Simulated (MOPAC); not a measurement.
MOPAC input (PM7):

```
PM7 PRECISE GNORM=0.05 LET XYZ UHF MS=0.5 GEO-OK AUX(PRECISION=9) THREADS=1
HCl2SSi

S     1.41574400 1   -0.31348400 1    1.36759200 1
Si    0.10349000 1   -0.43784700 1   -0.32324800 1
Cl   -1.79599400 1   -0.58385600 1    0.47088500 1
Cl    0.23116500 1    1.24497200 1   -1.52731000 1
H     2.50133500 1   -0.09336000 1    0.60322100 1
```

Output:

```
 *******************************************************************************
 **                                                                           **
 **                              MOPAC v23.2.5                                **
 **                                                                           **
 *******************************************************************************
 ** MOPAC's Digital Object Identifier: https://doi.org/10.5281/zenodo.6511958 **
 **                                                                           **
 ** Please cite the open-source release paper for use of this MOPAC version:  **
 ** J. E. Moussa and J. J. P. Stewart (2026)                                  **
 ** MOPAC: An open-source semiempirical molecular orbital program             **
 ** J. Open Source Softw., 11(119), 8025, https://doi.org/10.21105/joss.08025 **
 *******************************************************************************

                              PM7 CALCULATION RESULTS

 *******************************************************************************
 *  PM7        - The PM7 Hamiltonian to be used
 *  GEO-OK     - OVERRIDE INTERATOMIC DISTANCE AND OTHER SAFETY CHECKS
 *  UHF        - UNRESTRICTED HARTREE-FOCK CALCULATION
 *  MS=        - IN MECI, MAGNETIC COMPONENT OF SPIN =  0.5
 *  LET        - OVERRIDE SOME SAFETY CHECKS
 *  PRECISE    - TIGHTER CRITERIA TO BE USED
 *  XYZ        - CARTESIAN COORDINATE SYSTEM TO BE USED
 *  GNORM      - EXIT WHEN GRADIENT NORM DROPS BELOW 0.050
 *  AUX        - OUTPUT AUXILIARY INFORMATION
 *******************************************************************************
PM7 PRECISE GNORM=0.05 LET XYZ UHF MS=0.5 GEO-OK AUX(PRECISION=9) THREADS=1
 HCl2SSi

   ATOM   CHEMICAL          X               Y               Z
  NUMBER   SYMBOL      (ANGSTROMS)     (ANGSTROMS)     (ANGSTROMS)

     1       S          1.41574400  *  -0.31348400  *   1.36759200  *
     2      Si          0.10349000  *  -0.43784700  *  -0.32324800  *
     3      Cl         -1.79599400  *  -0.58385600  *   0.47088500  *
     4      Cl          0.23116500  *   1.24497200  *  -1.52731000  *
     5       H          2.50133500  *  -0.09336000  *   0.60322100  *

          CARTESIAN COORDINATES

    NO.       ATOM           X           Y           Z

     1         S          1.4157     -0.3135      1.3676
     2        Si          0.1035     -0.4378     -0.3232
     3        Cl         -1.7960     -0.5839      0.4709
     4        Cl          0.2312      1.2450     -1.5273
     5         H          2.5013     -0.0934      0.6032

 General Reference for PM7:
 "Optimization of Parameters for Semiempirical Methods VI: More Modifications to the
 NDDO Approximations and Re-optimization of Parameters", J. J. P. Stewart, J. Mol. Mod., 1:32, 19 (2013)
 https://link.springer.com/article/10.1007/s00894-012-1667-x

           Empirical Formula: H S Si Cl2  =     5 atoms

      MOLECULAR POINT GROUP   :   C1

          UHF CALCULATION, NO. OF ALPHA ELECTRONS =   13
                           NO. OF BETA  ELECTRONS =   12

          Geometry optimization using EF

          DIAGONAL MATRIX USED AS START HESSIAN

 CYCLE:     1  GRAD.:    95.285 HEAT: -55.24254
 CYCLE:     2  GRAD.:    47.166 HEAT: -65.12680
 CYCLE:     3  GRAD.:    86.936 HEAT: -68.85143
 CYCLE:     4  GRAD.:    54.701 HEAT: -71.58821
 CYCLE:     5  GRAD.:    28.282 HEAT: -73.89438
 CYCLE:     6  GRAD.:    48.459 HEAT: -73.44907
 CYCLE:     7  GRAD.:    22.561 HEAT: -74.62432
 CYCLE:     8  GRAD.:    40.020 HEAT: -74.06115
 CYCLE:     9  GRAD.:    12.149 HEAT: -74.79512
 CYCLE:    10  GRAD.:    11.338 HEAT: -74.82651
 CYCLE:    11  GRAD.:     1.114 HEAT: -74.88921
 CYCLE:    12  GRAD.:     0.755 HEAT: -74.89253
 CYCLE:    13  GRAD.:     1.034 HEAT: -74.89881
 CYCLE:    14  GRAD.:     1.052 HEAT: -74.90213
 CYCLE:    15  GRAD.:     0.721 HEAT: -74.90698
 CYCLE:    16  GRAD.:     0.544 HEAT: -74.90862
 CYCLE:    17  GRAD.:     0.671 HEAT: -74.91150
 CYCLE:    18  GRAD.:     0.854 HEAT: -74.91388
 CYCLE:    19  GRAD.:     1.948 HEAT: -74.92060
 CYCLE:    20  GRAD.:     1.164 HEAT: -74.92556
 CYCLE:    21  GRAD.:     2.354 HEAT: -74.93151
 CYCLE:    22  GRAD.:     1.384 HEAT: -74.93287
 CYCLE:    23  GRAD.:     0.193 HEAT: -74.93503
 CYCLE:    24  GRAD.:     0.455 HEAT: -74.93556
 CYCLE:    25  GRAD.:     0.326 HEAT: -74.93582
 CYCLE:    26  GRAD.:     0.206 HEAT: -74.93584
 CYCLE:    27  GRAD.:     0.020 HEAT: -74.93589

     GRADIENT =  0.02045 IS LESS THAN CUTOFF =  0.05000

 -------------------------------------------------------------------------------
 PM7 PRECISE GNORM=0.05 LET XYZ UHF MS=0.5 GEO-OK AUX(PRECISION=9) THREADS=1
 HCl2SSi

     GEOMETRY OPTIMISED USING EIGENVECTOR FOLLOWING (EF).
     SCF FIELD WAS ACHIEVED

                              PM7 CALCULATION
                                                       MOPAC v23.2.5 Linux

          FINAL HEAT OF FORMATION =        -74.93589 KCAL/MOL =    -313.53178 KJ/MOL

          COSMO AREA              =        131.14 SQUARE ANGSTROMS
          COSMO VOLUME            =        123.34 CUBIC ANGSTROMS

          GRADIENT NORM           =          0.02045          =       0.00915 PER ATOM
          IONIZATION POTENTIAL    =          9.194740 EV
          ALPHA SOMO LUMO (EV)    =         -9.195 -1.483
          BETA  SOMO LUMO (EV)    =        -10.218 -2.764
          NO. OF ALPHA ELECTRONS  =         13
          NO. OF BETA  ELECTRONS  =         12
          MOLECULAR WEIGHT        =        132.0594         POINT GROUP:  Cs

          MOLECULAR DIMENSIONS (Angstroms)

            Atom       Atom       Distance
            H     5   Cl     3     4.47805
           Cl     4    S     1     3.31903
           Cl     3   Cl     4     0.00389

          SCF CALCULATIONS        =         28

   ATOM   CHEMICAL          X               Y               Z
  NUMBER   SYMBOL      (ANGSTROMS)     (ANGSTROMS)     (ANGSTROMS)

     1       S          1.49827400  *  -0.48534231  *   1.25810258  *
     2      Si         -0.00876656  *  -0.01333947  *  -0.01081692  *
     3      Cl         -1.81683989  *  -0.68770755  *   0.37117322  *
     4      Cl          0.26111043  *   1.09738370  *  -1.61750014  *
     5       H          2.57448027  *   0.12628655  *   0.69776427  *

                             CARTESIAN COORDINATES

   1    S        1.498273997    -0.485342313     1.258102580
   2   Si       -0.008766555    -0.013339468    -0.010816916
   3   Cl       -1.816839895    -0.687707548     0.371173225
   4   Cl        0.261110426     1.097383703    -1.617500143
   5    H        2.574480274     0.126286555     0.697764274

           Empirical Formula: H S Si Cl2  =     5 atoms

      MOLECULAR POINT GROUP   :   Cs

          ALPHA EIGENVALUES
 -28.30558 -26.24644 -25.77084 -15.42763 -15.03330 -14.31052 -13.51844 -12.81738
 -12.29149 -11.80911 -11.35550 -11.02511  -9.19474  -1.48255  -1.27359  -0.85869
  -0.68534  -0.57294  -0.42862  -0.23932   2.13285   3.35747  18.72459  18.81581
  18.86415  19.14680  19.25517  68.58250  68.65992  68.98240  69.08578  69.09540
  69.45916  69.53738  69.58839  69.87912  69.90102

           BETA EIGENVALUES
 -27.90389 -25.95397 -25.52228 -15.32386 -14.96935 -14.29319 -12.85250 -12.74160
 -12.05884 -11.79178 -11.22149 -10.21794  -2.76385  -1.45601  -1.19577  -0.78376
  -0.53338  -0.49375  -0.41766  -0.16372   2.26088   3.85567  18.93354  18.99131
  19.07280  19.19706  19.31461  68.58260  68.69711  68.98190  69.12863  69.14763
  69.45822  69.58108  69.63883  69.88391  69.94666

              NET ATOMIC CHARGES AND DIPOLE CONTRIBUTIONS

  ATOM NO.   TYPE          CHARGE      No. of ELECS.   s-Pop       p-Pop       d-Pop
    1          S          -0.092544        6.0925     1.84273     4.14094     0.10887
    2         Si           0.070537        3.9295     0.68771     3.02075     0.22100
    3         Cl          -0.071884        7.0719     1.97465     5.09548     0.00175
    4         Cl          -0.094119        7.0941     1.97518     5.11714     0.00179
    5          H           0.188011        0.8120     0.81199
 DIPOLE           X         Y         Z       TOTAL
 POINT-CHG.     2.165     0.067     0.670     2.268
 HYBRID        -0.113     0.230    -0.395     0.471
 SUM            2.052     0.296     0.275     2.091

          ATOMIC ORBITAL ELECTRON POPULATIONS

     Atom    s        px        py        pz      x^2-y^2     xz        z^2       yz        xy
    1  S   1.84273   1.12202   1.59013   1.42879   0.00947   0.03616   0.01158   0.01814   0.03352
    2 Si   0.68771   0.88868   1.16298   0.96910   0.03949   0.06243   0.04521   0.02782   0.04605
    3 Cl   1.97465   1.36770   1.83758   1.89020   0.00063   0.00032   0.00027   0.00012   0.00041
    4 Cl   1.97518   1.90803   1.71353   1.49558   0.00013   0.00032   0.00040   0.00076   0.00017
    5  H   0.81199

                    (SZ)    =    0.500000
                    (S**2)  =    0.762646

          ATOMIC ORBITAL SPIN POPULATIONS

    Atom   Total    s     px     py     pz   x^2-y^2  xz     z^2    yz     xy
         Atomic
    1  S  0.2204  0.007  0.008  0.151  0.049  0.002  0.002 -0.004  0.003  0.003
    2 Si  0.6709  0.020  0.028  0.440  0.190 -0.001 -0.001 -0.002 -0.001 -0.002
    3 Cl  0.0559  0.001 -0.006  0.042  0.018  0.000 -0.000  0.000  0.000  0.000
    4 Cl  0.0545  0.001  0.002  0.039  0.012 -0.000  0.000  0.000  0.000  0.000
    5  H -0.0017 -0.002

 **********************
 *                    *
 * JOB ENDED NORMALLY *
 *                    *
 **********************

 == MOPAC DONE ==
```

The geometry given is a B3LYP-D3(BJ)/def2-TZVP minimum.
